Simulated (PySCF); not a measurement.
TiH₄, SMILES [TiH4], multiplicity 1.

The structure is a stationary point at B3LYP-D3(BJ)/def2-TZVPD. The multiplicity is an assumed one; other spin states were not compared.

All values below come from HF/def2-TZVPD in PySCF.

Symmetry labels are those of the subgroup D2 that the program uses (full group Td).

Computed valence orbital energies around the gap with their symmetry:
| orbital | symmetry | energy (eV) |
|---|---|---|
| HOMO−7 | A | -82.33 |
| HOMO−6 | B1 | -52.72 |
| HOMO−5 | B2 | -52.72 |
| HOMO−4 | B3 | -52.72 |
| HOMO−3 | A | -13.13 |
| HOMO−2 | B1 | -12.34 |
| HOMO−1 | B2 | -12.34 |
| HOMO | B3 | -12.34 |
| LUMO | B1 | 0.69 |
| LUMO+1 | B2 | 0.69 |
| LUMO+2 | B3 | 0.69 |
| LUMO+3 | A | 1.71 |
